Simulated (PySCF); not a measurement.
Species: C₂H₆F₃GeN.
Geometry (PBE0-D3(BJ)/def2-SVP, Å), atoms numbered from 1 in this order:
```
atom  x, y, z in Å
N1     1.9117    0.6240    0.8938
Ge2    0.9685    0.6513   -0.6760
C3    -0.5796   -0.5888   -0.7334
C4    -1.5299   -0.4291    0.4133
F5    -2.0053    0.8218    0.4926
F6    -2.5883   -1.2433    0.3220
F7    -0.9359   -0.6957    1.5890
H8     2.3877   -0.2559    1.0762
H9     1.3504    0.8509    1.7113
H10    1.9249    0.2120   -1.7968
H11    0.4571    2.0829   -0.8941
H12   -1.1363   -0.4184   -1.6670
H13   -0.2207   -1.6282   -0.7399
```

Level of theory: core-valence-separated Tamm–Dancoff BHandHLYP/aug-pcX-1 (pcseg-1 on H, def2-SVPD on Ge) in PySCF, non-relativistic, gas phase, PBE0-D3(BJ)/def2-SVP geometry. Absolute energies from this functional tend to lie a few eV below measured edges; no shift was applied.

The lowest roots of each edge with f over 0.003 (five at most, numbered afresh; weaker and dark ones are left out), with transition dipoles (au) in the frame of the coordinates:

```tsv
root	edge	E (eV)	μx	μy	μz
1	C	285.92	-0.0095	0.0309	0.0335
2	C	286.29	-0.0541	0.0153	-0.0380
3	C	286.46	-0.0331	-0.0581	0.0130
4	C	286.93	0.0073	-0.0220	0.0177
5	C	287.57	0.0059	-0.0212	-0.0215
6	N	398.89	0.0172	0.0222	0.0036
7	N	400.03	0.0368	-0.0184	0.0491
8	N	400.26	0.0247	-0.0393	-0.0376
9	N	400.79	-0.0318	-0.0144	0.0091
10	N	401.25	-0.0014	-0.0159	0.0163
11	F	687.22	-0.0176	0.0201	-0.0246
12	F	687.22	-0.0072	0.0230	0.0177
13	F	687.27	0.0301	0.0198	-0.0019
14	F	687.60	-0.0149	0.0031	-0.0335
15	F	687.65	-0.0269	-0.0188	0.0008
```

Problem. What are the oscillator strengths?

Solution. f = (2/3) ΔE |μ|², with ΔE in hartree (27.2114 eV):

```json
{"root": "1", "ΔE (Eh)": "10.5074", "|μ|² (au)": "0.002167", "f": "0.015", "core hole on": "C3"}
{"root": "2", "ΔE (Eh)": "10.5208", "|μ|² (au)": "0.004605", "f": "0.032", "core hole on": "C3"}
{"root": "3", "ΔE (Eh)": "10.5272", "|μ|² (au)": "0.004640", "f": "0.033", "core hole on": "C3"}
{"root": "4", "ΔE (Eh)": "10.5445", "|μ|² (au)": "0.000851", "f": "0.006", "core hole on": "C3"}
{"root": "5", "ΔE (Eh)": "10.5679", "|μ|² (au)": "0.000946", "f": "0.007", "core hole on": "C3"}
{"root": "6", "ΔE (Eh)": "14.6590", "|μ|² (au)": "0.000802", "f": "0.008", "core hole on": "N1"}
{"root": "7", "ΔE (Eh)": "14.7007", "|μ|² (au)": "0.004104", "f": "0.040", "core hole on": "N1"}
{"root": "8", "ΔE (Eh)": "14.7092", "|μ|² (au)": "0.003568", "f": "0.035", "core hole on": "N1"}
{"root": "9", "ΔE (Eh)": "14.7288", "|μ|² (au)": "0.001301", "f": "0.013", "core hole on": "N1"}
{"root": "10", "ΔE (Eh)": "14.7457", "|μ|² (au)": "0.000520", "f": "0.005", "core hole on": "N1"}
{"root": "11", "ΔE (Eh)": "25.2548", "|μ|² (au)": "0.001319", "f": "0.022", "core hole on": "F5 + F7"}
{"root": "12", "ΔE (Eh)": "25.2549", "|μ|² (au)": "0.000894", "f": "0.015", "core hole on": "F5 + F7"}
{"root": "13", "ΔE (Eh)": "25.2566", "|μ|² (au)": "0.001302", "f": "0.022", "core hole on": "F6"}
{"root": "14", "ΔE (Eh)": "25.2689", "|μ|² (au)": "0.001354", "f": "0.023", "core hole on": "F7"}
{"root": "15", "ΔE (Eh)": "25.2706", "|μ|² (au)": "0.001078", "f": "0.018", "core hole on": "F6"}
```

Problem. Molecules are fixed in this frame and the field points along (1, 1, 0)/√2. What effective strengths 3 f cos²θ do the roots have (θ between field and μ)?

Solution. root 1 (C3): 0.005, root 2 (C3): 0.016, root 3 (C3): 0.088, root 4 (C3): 0.002, root 5 (C3): 0.002, root 6 (N1): 0.023, root 7 (N1): 0.005, root 8 (N1): 0.003, root 9 (N1): 0.031, root 10 (N1): 0.004, root 11 (F5 + F7): 0.000, root 12 (F5 + F7): 0.006, root 13 (F6): 0.063, root 14 (F7): 0.004, root 15 (F6): 0.053. Root 3 is the strongest. Averaged over all orientations cos²θ is 1/3, which gives f back. For degenerate partners only the sum has meaning, as the program may mix them freely.

 The BHandHLYP/aug-pcX-1 (pcseg-1 on H, def2-SVPD on Ge) calculation is non-relativistic and has no spin–orbit coupling, an omission that weighs most on germanium.

One conformer stands for the species.
